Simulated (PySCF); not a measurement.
System: C$_{4}$H$_{2}$ClO, charge 0, multiplicity 2. It need not be the lowest isomer of its formula. 
Coordinates optimised at B3LYP-D3(BJ)/def2-TZVP (Ansatz):
```
C
C 1 1.3535
H 2 1.0744 1 134.36
H 1 1.0767 2 127.37 3 0.00
O 2 1.3817 3 115.84 1 180.00
C 5 1.3270 2 106.16 3 -180.00
C 6 1.3533 5 112.94 2 0.00
Cl 7 1.7127 6 128.72 5 -180.00
```
Charge 0, spin multiplicity 2.

Dispersion corrections to the total energy (kcal/mol) from the dftd3 and dftd4 libraries through PySCF: D3(BJ) without and D4 with the three-body term, each with the damping fitted for the functional named.

| functional | D3(BJ) | D4 |
|---|---|---|
| HF | -39.95 | -18.71 |
| B2PLYP | -3.84 | -3.41 |
| TPSS | -5.89 | [?] |
| BLYP | [?] | -11.08 |
| B3LYP | -8.26 | -7.94 |
| PBE | -4.64 | [?] |
| B2GP-PLYP | -3.07 | -2.04 |

Some entries are withheld; supply them.


- TPSS, D4: -6.65
- BLYP, D3(BJ): -10.13
- PBE, D4: -4.90
